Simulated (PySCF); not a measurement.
## Cu⁺: excitation energy

Cu⁺ [Ar] 3d10 (1S) → Cu⁺ [Ar] 3d9 4p1 (high-spin determinant), as a difference of total energies. Computed with PySCF 2.14 in ANO-RCC-VTZP, with the spin-free X2C one-electron Hamiltonian (Gaussian nucleus). Correlated levels: valence: [Ar] frozen; valence and next inner shell: [Ne] frozen. The calculations carry no spin-orbit coupling.

```json
{"method": "UHF", "excitation energy (eV)": "5.978"}
{"method": "LDA", "excitation energy (eV)": "8.976"}
{"method": "PBE", "excitation energy (eV)": "8.420"}
{"method": "PBE0", "excitation energy (eV)": "7.998"}
{"method": "r2SCAN", "excitation energy (eV)": "7.919"}
{"method": "M06-2X", "excitation energy (eV)": "7.771"}
{"method": "B2PLYP", "excitation energy (eV)": "8.393"}
{"method": "CAM-B3LYP", "excitation energy (eV)": "8.262"}
{"method": "MP2 (valence)", "excitation energy (eV)": "9.155"}
{"method": "SCS-MP2 (valence)", "excitation energy (eV)": "8.817"}
{"method": "MP2 (valence and next inner shell)", "excitation energy (eV)": "9.781"}
{"method": "SCS-MP2 (valence and next inner shell)", "excitation energy (eV)": "9.302"}
```

Problem. How much does correlation contribute at MP2 (valence and next inner shell)?

Solution. 9.781 − (5.978) = 3.803 eV, measured against UHF.

A first-order spin-orbit estimate (lowest level to lowest level, LS coupling) adds -0.083 eV.

The basis was made for the ground configuration and has no added diffuse functions, so the excitation energy can come out too high.

The determinant of the upper state mixes LS terms, which raises its energy above the lowest term, most at the Hartree-Fock and MP2 levels.
